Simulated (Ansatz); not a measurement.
```xyz
10

O    -1.9957   -0.5955   -0.2244
C    -0.8084   -0.7024   -0.9372
S     0.6301   -1.2749    0.0531
Si    1.2753    0.6063    0.8029
H    -1.8888    0.0645    0.4670
H    -0.9591   -1.4720   -1.6934
H    -0.5299    0.2310   -1.4392
H     2.3729    0.3426    1.7633
H     0.1585    1.3057    1.5011
H     1.7450    1.4948   -0.2933
```

Total charge 0; spin multiplicity 1.

Task: List the PBE0/def2-TZVPP orbital energies in eV (Ansatz 0.2.0). (Estimate.)

Result: Computed: Occupied: -2422.29, -1803.17, -523.21, -280.66, -217.65, -161.48, -161.40, -161.29, -145.47, -100.15, -100.11, -100.11, -29.43, -21.54, -18.39, -15.10, -14.83, -13.10, -12.32, -10.58, -10.26, -9.81, -9.21, -8.23, -7.29. Lowest empty: -0.10, 0.51, 0.73, 1.19, 1.52, 2.23, 2.58, 2.75.
